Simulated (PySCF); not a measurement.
## Xe⁵¹⁺ (xenon, charge +51) across methods

[He] 2s1, 2S determinant. Calculation: PySCF 2.14, in an uncontracted even-tempered set (19 s from 27 bohr⁻², ratio 2.2; 8 p from 40 bohr⁻², ratio 2.4; 5 d from 120 bohr⁻², ratio 2.4; 5 f from 180 bohr⁻², ratio 2.4; 4 g from 270 bohr⁻², ratio 2.4); scalar relativity by spin-free X2C-1e.

```csv
method,E (hartree),mean ε 1s α (eV),mean ε 1s β (eV),mean ε 2s α (eV),Σ⟨r²⟩ (bohr²),⟨S²⟩
PBE0,-3362.69,-39764.3,-39740.5,-9756.0,0.01535,0.750
PBE,-3362.66,-39667.0,-39648.4,-9734.8,0.01535,0.750
MN15,-3367.14,-39711.1,-39708.9,-9763.4,0.01531,0.750
r2SCAN0,-3362.86,-39795.5,-39772.6,-9759.9,0.01535,0.750
r2SCAN,-3362.88,-39708.6,-39691.1,-9740.1,0.01535,0.750
UHF,-3362.73121,-40055.5,-40016.1,-9819.1,0.01535,0.750
LDA,-3357.73,-39618.3,-39598.5,-9724.3,0.01536,0.750
```
